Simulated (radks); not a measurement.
Results of a calculation; reference values are marked as such.
Q: Radial electron density D(r) = 4 pi r^2 rho(r) of an atom or ion with 43 electrons. Code: a radial shooting solver on a logarithmic mesh with Libxc functionals. Model: scalar-relativistic Kohn-Sham, AM05, spin-unpolarised, spherical densities, point nucleus.

```
   r/bohr * D(r) (the largest magnitude, 73.4, reaches the edge; | marks zero)
 0.002967 |     *
 0.003427 |      *
 0.003957 |        *
  0.00457 |          *
 0.005278 |            *
 0.006047 |               *
 0.006984 |                  *
 0.008066 |                      *
 0.009315 |                          *
  0.01076 |                              *
  0.01242 |                                  *
  0.01435 |                                     *
  0.01657 |                                        *
  0.01898 |                                          *
  0.02192 |                                           *
  0.02532 |                                           *
  0.02924 |                                         *
  0.03377 |                                       *
    0.039 |                                     *
  0.04504 |                                     *
  0.05202 |                                      *
   0.0596 |                                         *
  0.06883 |                                              *
  0.07949 |                                                   *
   0.0918 |                                                      *
    0.106 |                                                      *
   0.1224 |                                                  *
   0.1414 |                                            *
   0.1633 |                                      *
   0.1871 |                                    *
   0.2161 |                                     *
   0.2495 |                                        *
   0.2882 |                                           *
   0.3328 |                                          *
   0.3844 |                                   *
   0.4439 |                          *
   0.5127 |                 *
   0.5873 |            *
   0.6783 |           *
   0.7834 |           *
   0.9047 |            *
    1.045 |           *
    1.207 |        *
    1.394 |      *
    1.609 |   *
    1.844 | *
    2.129 |*
    2.459 |*
     2.84 *
     3.28 *
    3.788 *
    4.375 *
    5.052 *
```

What is the nuclear charge?

A: Z = 46. The innermost maximum, from 1s, lies near gamma/Z bohr with gamma = sqrt(1 - (Z/c)^2) = 0.942, here 0.0205 bohr (found: 0.0225), and its height grows with Z. The density is that of the palladium ion Pd3+ in [Kr] 4d7; the configuration itself is not fixed sharply by these data, and Z only to a few units. D(r) has 4 maxima, at r = 0.0225, 0.0987, 0.298, 0.883 bohr, and minima at 0.0443, 0.193, 0.678 bohr, inside which lie 2.01, 11.11, 29.05 electrons.
